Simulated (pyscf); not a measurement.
Single points on ωB97X-D3(BJ)/def2-SVP structures (PySCF, gas phase).

SMILES: [SiH3][SiH]([GeH3])[SiH3]
```xyz
14

Si     1.6169    -0.4273    -1.4233
Si     0.5437     1.2880    -0.2665
Si     0.6067     0.7966     2.0110
Ge    -1.7209     1.3495    -0.9546
H      1.5664    -0.1905    -2.8963
H      0.9154    -1.7102    -1.1191
H      3.0430    -0.5486    -0.9988
H      1.2024     2.6016    -0.5409
H      2.0142     0.7001     2.4989
H     -0.0668    -0.5188     2.2269
H     -0.1118     1.8390     2.8018
H     -2.5011     2.4345    -0.1944
H     -2.3700    -0.0135    -0.6595
H     -1.8339     1.6257    -2.4628
```
Charge 0, spin multiplicity 1.

Q: How much does it cost (ΔH, 298 K, ωB97M-D3(BJ)/def2-TZVP) to split `[SiH3][SiH]([SiH3])[GeH3]` at its Ge–Si bond into H₃Si–SiH•–SiH₃ + GeH₃•?

A: Ge–Si to H₃Si–SiH•–SiH₃ + GeH₃•: 69.1 kcal/mol. The 7 functionals that were run give +64.6 (M06-2X) to +75.6 kcal/mol (ωB97X-D3(BJ)). Other isomers of H₃Si–SiH•–SiH₃ were not searched in full and may lie lower. Elements up to Kr have no core potential and no relativistic terms here.
